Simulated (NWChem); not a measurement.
System meant: InH$_{2}$Cl; SMILES [InH2][Cl]

Here is an NWChem input.

```
start job
memory heap 200 mb stack 900 mb global 1100 mb
geometry units angstroms noautoz
  In     0.000000     0.000000     0.666886
  H      0.000000    -1.581653     1.330331
  H      0.000000     1.581653     1.330331
  Cl     0.000000     0.000000    -1.699832
end
basis spherical
  * library def2-svp
end
ecp
  In library def2-ecp
end
dft
  xc pbe0
  iterations 4
  mulliken
end
task dft energy
```

End of the output:

```
    Atom       Charge   Shell Charges
 -----------   ------   -------------------------------------------------------
    1 In  21    20.71   1.39  0.54  0.69  0.44  3.03  2.85  1.05  0.51  9.36  0.85
    2 H    1     1.09   0.58  0.48  0.02
    3 H    1     1.09   0.58  0.48  0.02
    4 Cl  17    17.11   2.00  1.96  1.05  0.80  5.82  2.24  3.23  0.01

 center of mass
 --------------
 x =   0.00000000 y =   0.00000000 z =   0.06819725

 moments of inertia (a.u.)
 ------------------
         564.773947660361           0.000000000000           0.000000000000
           0.000000000000         546.767202707002           0.000000000000
           0.000000000000           0.000000000000          18.006744953359

     Multipole analysis of the density
     ---------------------------------

     L   x y z        total         alpha         beta         nuclear
     -   - - -        -----         -----         ----         -------
     0   0 0 0     -0.000000    -20.000000    -20.000000     40.000000

     1   1 0 0     -0.000000     -0.000000     -0.000000      0.000000
     1   0 1 0      0.000000      0.000000      0.000000      0.000000
     1   0 0 1      1.102247     15.688452     15.688452    -30.274657

     2   2 0 0    -25.197746    -12.598873    -12.598873      0.000000
     2   1 1 0      0.000000      0.000000      0.000000      0.000000
     2   1 0 1      0.000000      0.000000      0.000000      0.000000
     2   0 2 0    -29.153051    -23.509994    -23.509994     17.866936
     2   0 1 1     -0.000000     -0.000000     -0.000000      0.000000
     2   0 0 2    -30.487560   -130.723778   -130.723778    230.959996

 ------------------------------------------------------------------------
 dft energy failed                                                                                  0
 ------------------------------------------------------------------------
 ------------------------------------------------------------------------
  current input line :
    20: task dft energy
 ------------------------------------------------------------------------
 ------------------------------------------------------------------------
 This type of error is most commonly associated with calculations not reaching convergence criteria
 ------------------------------------------------------------------------
 For more information see the NWChem manual at https://nwchemgit.github.io

0:dft energy failed:Received an Error in Communication
```

### Question
Can this run be used? If not, why, and what is the fix?

### Answer
The run did not converge; its last values are not results. Cause: the SCF was allowed too few iterations. This input runs:
```
start job
memory heap 200 mb stack 900 mb global 1100 mb
geometry units angstroms noautoz
  In     0.000000     0.000000     0.666886
  H      0.000000    -1.581653     1.330331
  H      0.000000     1.581653     1.330331
  Cl     0.000000     0.000000    -1.699832
end
basis spherical
  * library def2-svp
end
ecp
  In library def2-ecp
end
dft
  xc pbe0
  iterations 150
  mulliken
end
task dft energy
```
It converges to -651.25501 Ha (PBE0/def2-SVP with def2 effective core potentials on In).
